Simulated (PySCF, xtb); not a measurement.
B(Me)(Et)(NH2) (C3H10BN), SMILES CCB(C)N. Other conformers were not sampled.

Harmonic wavenumbers (cm⁻¹) from xtb 6.7.1 with GFN2-xTB at its own minimum, in rising order: 43, 66, 208, 237, 307, 360, 417, 545, 612, 705, 735, 835, 867, 875, 996, 1022, 1073, 1157, 1249, 1323, 1389, 1400, 1414, 1486, 1505, 1510, 1518, 1520, 1549, 2950, 2973, 3007, 3013, 3016, 3022, 3023, 3034, 3484, 3520.

What does PBE-D3(BJ)/def2-SVP run with PySCF give at its own minimum? (The exact figures need the calculation; the answer reports its results.)

61, 108, 205, 218, 313, 378, 429, 533, 558, 688, 720, 811, 839, 847, 955, 974, 1032, 1128, 1213, 1253, 1306, 1325, 1351, 1372, 1389, 1410, 1429, 1432, 1550, 2947, 2953, 2959, 2981, 3031, 3037, 3037, 3051, 3502, 3602. Paired by order, the mean absolute difference is 40 cm⁻¹ and the zero-point energies are 82.9 and 81.4 kcal/mol.
